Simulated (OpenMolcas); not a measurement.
What dynamic correlation does to the levels of Ag V

* Program: OpenMolcas 26.06
* Basis: ANO-RCC-VTZP [7s6p4d2f1g]
* Scalar Hamiltonian: DKH2, point nucleus
* Active space: 7 electrons in 5 orbitals (4d)
* State averaging: 2S+1 = 4 even, 10 roots; 2S+1 = 2 even, 40 roots
* Spin-orbit coupling: state interaction with AMFI integrals over the reference wave functions, term energies averaged over their components

Methods on the same reference wave functions:
A. CASSCF
B. SS-CASPT2, IPEA 0.25 Eh, imaginary shift 0.1 Eh (closed shells correlated: 4s 4p)
C. MS-CASPT2, IPEA 0.25 Eh, imaginary shift 0.1 Eh (closed shells correlated: 4s 4p)
D. XMS-CASPT2, IPEA 0.25 Eh, imaginary shift 0.1 Eh (closed shells correlated: 4s 4p)

Energies in cm-1 above 4d7 4F 9/2, the measured ground level; measured values from the list in Gamrath, thesis, University of Mons (2023).

```json
{"Level": "4d7 4F 9/2", "A": "0.0", "B": "0.0", "C": "0.0", "D": "0.0", "Measured": "0.0"}
{"Level": "4d7 4F 7/2", "A": "3460", "B": "3500", "C": "3500", "D": "3500", "Measured": "3690"}
{"Level": "4d7 4F 5/2", "A": "5605", "B": "5580", "C": "5580", "D": "5580", "Measured": "5816"}
{"Level": "4d7 4F 3/2", "A": "6947", "B": "6860", "C": "6860", "D": "6850", "Measured": "7097"}
{"Level": "4d7 4P 3/2 [66 %]", "A": "18349", "B": "15310", "C": "14910", "D": "14690", "Measured": "14204"}
{"Level": "4d7 4P 5/2", "A": "18615", "B": "15510", "C": "15520", "D": "15290", "Measured": "14899"}
{"Level": "4d7 2G 9/2", "A": "19411", "B": "17450", "C": "17500", "D": "17480", "Measured": "16875"}
{"Level": "4d7 4P 1/2", "A": "20866", "B": "17810", "C": "17630", "D": "17410", "Measured": "17067"}
{"Level": "4d7 2G 7/2", "A": "22850", "B": "20870", "C": "20870", "D": "20870", "Measured": "20442"}
{"Level": "4d7 2H 11/2", "A": "25806", "B": "23310", "C": "23690", "D": "23500", "Measured": "22532"}
{"Level": "4d7 2D 5/2(1)", "A": "28398", "B": "24970", "C": "24980", "D": "24770", "Measured": "24361"}
{"Level": "4d7 2P 1/2", "A": "29108", "B": "26150", "C": "24930", "D": "24730", "Measured": "24599"}
{"Level": "4d7 2H 9/2", "A": "29340", "B": "26920", "C": "27250", "D": "27090", "Measured": "26368"}
{"Level": "4d7 2D 3/2(1) [64 %]", "A": "34219", "B": "30930", "C": "30530", "D": "30240", "Measured": "30134"}
{"Level": "4d7 2F 5/2", "A": "42229", "B": "36050", "C": "36050", "D": "35910", "Measured": "34635"}
{"Level": "4d7 2F 7/2", "A": "43965", "B": "37870", "C": "37870", "D": "37750", "Measured": "36594"}
{"Level": "4d7 2D 3/2(2)", "A": "65823", "B": "57230", "C": "57270", "D": "56780", "Measured": "55041"}
{"Level": "4d7 2D 5/2(2)", "A": "67500", "B": "58930", "C": "58920", "D": "58340", "Measured": "56772"}
```

Deviations, from unrounded energies. A percentage is the sum of absolute deviations over the sum of measured energies, with the sign that they share, or ± where signs differ.

| Against measurement | Levels | A | B | C | D |
| --- | --- | --- | --- | --- | --- |
| mean absolute deviation (cm-1) | 17 | 4300 | 910 | 830 | 650 |
| fine structure of the ground term (%) | 3 | -3.6 | -4.0 | -4.0 | -4.1 |
| other terms of the ground configuration (%) | 14 | +18.2 | +3.7 | +3.4 | +2.6 |

D lies closest to measurement on these levels and A furthest from it. The largest miss of D in the table is 4d7 2D 3/2(2), by +1700 cm-1. The ranking rests on the paired levels alone, and a cruder setting can come out closer through cancelling errors.

Among B to D the level of the table that moves most is 4d7 2P 1/2, by 1400 cm-1 (lowest in D, highest in B). Moves below CASPT2's spread within the term are not significant.

The mean deviations of B to D differ by less than CASPT2's widest spread within a term (870 cm-1), so their order carries little weight.

From A to B the spin-free energies of the other terms of 4d7 shown, above 4F, scale by factors of 0.81 to 0.89, as is usual when dynamic correlation screens the repulsion within a d or f shell.

The lowest spin-free term lies below A's lowest term by 0.393 hartree in B, 0.393 hartree in C, 0.398 hartree in D.

CASPT2 does not keep the components of a term degenerate, so their means are used; among the terms shown or strongly mixed into the levels shown the widest spread is 870 cm-1 (4d7 2F, D). Without dynamic correlation excited terms often stand tens of per cent too high (terms of higher spin than the ground term too low), and those without a measured partner can miss by more than the paired ones (holds for A). The CASPT2 spread within a term exceeds the gap to the next term for 4d7 2P and 4d7 2H, so the order of their levels is uncertain (holds for B). Computed and measured levels are paired by configuration, term and J; levels that our copy of the source lacks, or whose pairing is in doubt (as where it misses far off the trend of its configuration), stay unpaired and out of the deviations. Only configurations of the active space appear. Levels that lie high or do not pair safely by name in every column are left out.

A share in square brackets marks a mixed level and gives the weight of the term that names it, the lowest over the columns. A number in round brackets counts repeated terms of one configuration in the order of the reference energies.
